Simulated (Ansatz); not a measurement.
`S[SiH2]BCl` + `CC(O)O[SiH3]` → `C[SiH2]BCl` + `OC(S)O[SiH3]`  (redistribution)

Isolated molecules relaxed with PBE0-D4/def2-TZVP in Ansatz; ΔE leaves out vibrations. CBS: MP2 limit from def2 TZ/QZ plus the TZ coupled-cluster correction, frozen cores. Functionals use def2-TZVPP. B3LYP here is the variant with VWN-RPA as its local correlation; programs differ in this. Each species was taken in one conformer, which may not be the lowest.

`S[SiH2]BCl`:

Cartesian coordinates in Å:
```
S -1.412 0.461 -1.464
Si 0.430 -0.346 -0.697
B 0.527 0.453 1.142
Cl -0.310 -0.333 2.452
H -2.168 -0.063 -0.484
H 1.467 0.161 -1.631
H 0.425 -1.833 -0.711
H 1.042 1.500 1.392
```

`CC(O)O[SiH3]`:

```xyz
13

C    -0.665    0.636    1.363
C    -0.547    0.592   -0.139
O    -1.785    0.924   -0.673
O    -0.193   -0.701   -0.590
Si    1.351   -1.251   -0.722
H    -1.420   -0.084    1.683
H    -0.963    1.634    1.685
H     0.289    0.385    1.829
H     0.224    1.300   -0.488
H    -1.731    0.834   -1.629
H     2.187   -0.257   -1.454
H     1.974   -1.486    0.609
H     1.278   -2.525   -1.474
```

`C[SiH2]BCl`:

Cartesian coordinates in Å:
```
C 0.863 0.181 -1.196
Si 0.396 0.210 0.617
B -1.483 -0.428 0.977
Cl -2.516 -0.941 -0.331
H 0.194 0.820 -1.776
H 1.886 0.533 -1.345
H 0.788 -0.832 -1.597
H 0.516 1.592 1.170
H 1.323 -0.650 1.413
H -1.968 -0.485 2.067
```

`OC(S)O[SiH3]`:

Cartesian coordinates in Å:
```
O -1.567 -1.240 -0.978
C -0.629 -0.854 -0.038
S 0.931 -1.727 -0.365
O -0.521 0.534 -0.061
Si 0.737 1.386 0.611
H -2.286 -0.599 -0.934
H -0.910 -1.178 0.975
H 1.018 -1.315 -1.641
H 0.201 2.760 0.756
H 1.094 0.829 1.941
H 1.931 1.404 -0.266
```

| level | ΔE (kJ/mol) | difference from CCSD(T)/CBS |
| --- | --- | --- |
| PBE0-D4 | 77.5 | -2.1 |
| ωB97X-V | 76.3 | -3.3 |
| ωB97M-V | 74.8 | -4.8 |
| B2PLYP | 79.5 | -0.1 |
| PBE0 | 78.2 | -1.4 |
| B3LYP | 78.8 | -0.8 |
| MP2/def2-TZVPP | 80.2 | 0.6 |
| CCSD(T)/def2-TZVPP | 78.7 | -0.9 |
| HF/def2-QZVPP | 90.5 | 10.9 |
| MP2/CBS(def2) | 81.1 | 1.5 |
| CCSD(T)/CBS | 79.6 | 0 |

Largest T1 diagnostic among the species: 0.013.

From PBE to PBE0 (25 % exact exchange), in def2-TZVPP and without D4, ΔE moves by +3.7 kJ/mol. In def2-TZVPP, CCSD(T) changes the Hartree–Fock value by −11.6 kJ/mol (the triples alone add −2.1 kJ/mol) and MP2 by −10.2 kJ/mol.
